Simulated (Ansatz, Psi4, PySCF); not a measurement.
IIn (SMILES [In][I]), singlet, at a GFN2-xTB geometry (such geometries of metal compounds can be far from the true shape) (all electrons, no relativity). Base run: PySCF with R2SCAN/STO-3G.

Here is a job for PySCF.
```python
from pyscf import gto, scf, dft

mol = gto.Mole()
mol.atom = '''
    In   -0.000000   -0.000000   -1.449296
    I     0.000000    0.000000    1.339916
'''
mol.basis = 'sto-3g'
mol.charge = 0
mol.spin = 0
mol.verbose = 4
mol.build()

mf = dft.RKS(mol)
mf.xc = 'r2scan'
mf.kernel()
```

The same geometry, method and basis name were run in Ansatz (a first-principles code) and Psi4 and PySCF, at each program's defaults and at the settings that a row names. The base is PySCF at its defaults. Differences at the defaults can come from grids, fitting, cores and function types together. The rows with settings made alike still differ; the cause (another SCF solution, basis table, core potential or functional code) wasn't traced.

```json
[
 {"code and settings": "PySCF, defaults (exact integrals, its default grid, spherical functions)", "ΔE vs base (mEh)": "0.000", "basis functions": "54", "E (Eh)": "-12538.08111", "SCF cycles": "8", "dipole (D)": "3.10"},
 {"code and settings": "Ansatz, defaults (factorised integrals, its default grid, spherical functions)", "ΔE vs base (mEh)": "-0.397", "basis functions": "54", "E (Eh)": "-12538.08151", "SCF cycles": "-", "dipole (D)": "-"},
 {"code and settings": "PySCF, fine grid", "ΔE vs base (mEh)": "0.349", "basis functions": "54", "E (Eh)": "-12538.08076", "SCF cycles": "8", "dipole (D)": "3.11"},
 {"code and settings": "Psi4, exact integrals, spherical functions, fine grid", "ΔE vs base (mEh)": "-1.454", "basis functions": "54", "E (Eh)": "-12538.08256", "SCF cycles": "8", "dipole (D)": "3.11"},
 {"code and settings": "Ansatz, high accuracy", "ΔE vs base (mEh)": "-0.396", "basis functions": "54", "E (Eh)": "-12538.08150", "SCF cycles": "-", "dipole (D)": "-"}
]
```
